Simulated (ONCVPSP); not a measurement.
# calcium (Ca): variants of one ONCV potential

Base potential:

```
Element                 : calcium
Generator               : ONCVPSP 4.0.1
Type                    : optimised norm-conserving Vanderbilt (ONCV)
Functional              : PBE
Relativity              : scalar-relativistic
Frozen core             : [Ne]
Valence charge          : 10
Reference configuration : 3s2 3p6 4s1.75 4p0.25
Partial waves           : 3s+4s: rc 2.10 bohr, ncon 4, nbas 7, qcut 5 1/bohr, 2 projectors; 3p+4p: rc 2.05 bohr, ncon 4, nbas 8, qcut 8.5 1/bohr, 2 projectors; d scattering state at 0.32 Ha: rc 2.00 bohr, ncon 4, nbas 9, qcut 4.6 1/bohr, 1 projector; f scattering state at 0.17 Ha: rc 2.00 bohr, ncon 4, nbas 9, qcut 6.2 1/bohr, 3 projectors, debl 0.4 Ha
Local potential         : polynomial inside 1.70 bohr (lpopt 5, dvloc0 0 Ha)
Core correction         : Teter function, fcfact 3.25, rcfact 1.1
```

In the d channel the program set the typed energies aside and used -0.082 Ha.

All-electron outer shells of the reference configuration (PBE, scalar-relativistic, ld1.x):

| shell | level (eV) | outermost node (bohr) | outermost maximum (bohr) |
| --- | --- | --- | --- |
| 2p | -335.10 | – | 0.25 |
| 3s | -47.44 | 0.45 | 0.99 |
| 3p | -28.36 | 0.42 | 1.04 |
| 4s | -3.94 | 1.43 | 3.38 |
| 4p | -1.55 | 1.62 | 4.34 |

Cutoffs, loose and tight: the cutoffs (Ha) at which the residual kinetic energy of the hardest occupied pseudo-wave falls to 1 and 0.1 mHa per electron. They do not see the model core or the augmentation charge, which bear on the density cutoff. Test errors are all-electron minus pseudo excitation energies from the reference, over the configurations 3s2 3p6 4s2 4p0; 3s2 3p6 4s1 4p0; 3s2 3p6 4s0 4p0; 3s1 3p6 4s2 4p0. A dash means not determined; rows that change the core or the reference have their own tests.

For the base: The cutoffs count occupied waves only; projector 1 of the d channel, the hardest unoccupied one, needs 67 Ha at the loose tolerance.

| change | outcome | cutoff, loose | cutoff, tight | bound ghosts | GHOST(+) flags above zero | largest test error (meV) |
| --- | --- | --- | --- | --- | --- | --- |
| base | generated, projector energies reset by the program | 16 Ha | 20 Ha | none | f | -261 |
| core correction Teter function, fcfact 1.75, rcfact 1.4 | generated, projector energies reset by the program | 16 Ha | 20 Ha | none | f | -260 |
| local potential polynomial inside 1.70 bohr (lpopt 5, dvloc0 3.5 Ha) | generated, projector energies reset by the program | 16 Ha | 20 Ha | none | f | -261 |
| core correction Teter function, fcfact 3.3, rcfact 1.1 | generated, projector energies reset by the program | 16 Ha | 20 Ha | none | f | -261 |
| s: qcut 3.5 | generated, projector energies reset by the program | 16 Ha | 20 Ha | none | f | -254 |

**Question.** What comes out with this change to the base: reference 3s2 3p6 4s2; wave 3p+4p: rc 2.05 bohr, ncon 4, nbas 8, qcut 8.5 1/bohr, 2 projectors becomes 3p: rc 2.05 bohr, ncon 4, nbas 8, qcut 8.5 1/bohr, 2 projectors, debl 2.5 Ha?

**Answer.** outcome: generated, projector energies reset by the program; cutoff, loose: 16 Ha; cutoff, tight: 20 Ha; bound ghosts: none; GHOST(+) flags above zero: f; largest test error (meV): -3.0.

**Question.** What comes out with this change to the base: s: ncon 5, nbas 8?

**Answer.** outcome: generated, projector energies reset by the program; cutoff, loose: 16 Ha; cutoff, tight: 20 Ha; bound ghosts: none; GHOST(+) flags above zero: f; largest test error (meV): -192.
